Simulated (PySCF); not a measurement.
Species: CH7AsBP.
Atom-mapped SMILES: `[CH3:1][B:2]([PH2:3])[AsH2:4]` (hydrogens: H5, H6, H7 on C1; H8, H9 on P3; H10, H11 on As4)

Jobs on this species (11 atoms, 66 electrons) with PySCF (density fitting). Hardware of each: one thread, AMD EPYC 9R45 (x86_64), on a shared host. Times come from a shared host and carry two figures at best. Peak memory is the resident size of the whole Python process, interpreter and libraries included.

```csv
level and settings,work,basis functions,SCF cycles,wall time,peak memory
"PBE0-D3(BJ)/def2-SVP, grid level 1",geometry optimisation from a GFN2-xTB start shaken at random,113,?,?,?
"delta-SCF UKS PBE0, pcX-2 on the ionised atom, pcseg-1 elsewhere, spin-free X2C","ΔSCF core ionisation, 4 holes",150,?,?,?
"delta-SCF UKS SCAN, pcX-1 on the ionised atom, pcseg-1 elsewhere, spin-free X2C","ΔSCF core ionisation, 4 holes",130,62,7.9 s,0.45 GiB
"delta-SCF UKS SCAN, pcX-2 on the ionised atom, pcseg-1 elsewhere, spin-free X2C","ΔSCF core ionisation, 4 holes",150,65,9.9 s,0.55 GiB
"delta-SCF UKS HF, pcX-2 on the ionised atom, pcseg-1 elsewhere, spin-free X2C","ΔSCF core ionisation, 4 holes",150,61,9.0 s,0.62 GiB
"delta-SCF UKS SCAN, def2-TZVP on the ionised atom, pcseg-1 elsewhere, spin-free X2C","ΔSCF core ionisation, 4 holes",127,61,8.9 s,0.45 GiB
"delta-SCF UKS B3LYP, pcX-2 on the ionised atom, pcseg-1 elsewhere, spin-free X2C","ΔSCF core ionisation, 4 holes",150,57,13 s,0.64 GiB
"delta-SCF UKS PBE, pcX-2 on the ionised atom, pcseg-1 elsewhere, spin-free X2C","ΔSCF core ionisation, 4 holes",150,63,6.5 s,0.55 GiB
"delta-SCF UKS SCAN, pcX-2 on the ionised atom, pcseg-1 elsewhere, non-relativistic","ΔSCF core ionisation, 4 holes",150,63,9.2 s,0.57 GiB
```

Question: Fill in the missing figures.

Answer: 
- PBE0-D3(BJ)/def2-SVP, grid level 1; geometry optimisation from a GFN2-xTB start shaken at random: 16 s, 0.47 GiB, 39 SCF cycles
- delta-SCF UKS PBE0, pcX-2 on the ionised atom, pcseg-1 elsewhere, spin-free X2C; ΔSCF core ionisation, 4 holes: 13 s, 0.58 GiB, 56 SCF cycles

Question: What do all jobs in the table cost together?

Answer: About 93 s; the longest takes about 17 % of that, and about 2.5 times as long as the shortest.
